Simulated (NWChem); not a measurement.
Molecule: C4H7O2S, doublet; SMILES O=S1(=O)[CH]CCC1

```xyz
14

O      0.4685     1.1990     1.3113
S     -0.0208     0.7728    -0.0012
O     -0.3852     1.7740    -0.9981
C     -1.2922    -0.4124     0.2200
C     -0.7959    -1.8011     0.0573
C      0.7449    -1.7371     0.0443
C      1.1325    -0.4515    -0.6701
H     -2.3051    -0.0887     0.4645
H     -1.1729    -2.4690     0.8502
H     -1.1703    -2.2256    -0.8967
H      1.1190    -1.6983     1.0790
H      1.1865    -2.6206    -0.4387
H      0.9552    -0.4888    -1.7557
H      2.1496    -0.0908    -0.4662
```
Atoms are numbered in this order, from 1.

All runs: NWChem. Spin-unrestricted. Coordinates come from a PBE0/def2-SVP, spin-unrestricted optimisation. No frequency run checked for a minimum. No stability test was run on the SCF state. Atomic charges in e: unrestrained fits to the electrostatic potential beside Mulliken populations; buried atoms are poorly determined by the fit.

Q: Estimate the computed values for B3LYP/def2-SVP. Quantities: ESP O1; Mulliken O1; ESP S2; Mulliken S2; ESP O3; Mulliken O3; ESP C4; Mulliken C4; ESP C5; Mulliken C5; relative RMS misfit of the potential (%).

A: 
| Property | Result |
|---|---|
| ESP O1 | -0.58 |
| Mulliken O1 | -0.47 |
| ESP S2 | 1.16 |
| Mulliken S2 | 0.72 |
| ESP O3 | -0.59 |
| Mulliken O3 | -0.46 |
| ESP C4 | -0.32 |
| Mulliken C4 | -0.12 |
| ESP C5 | 0.12 |
| Mulliken C5 | 0.05 |
| relative RMS misfit of the potential (%) | 15 |
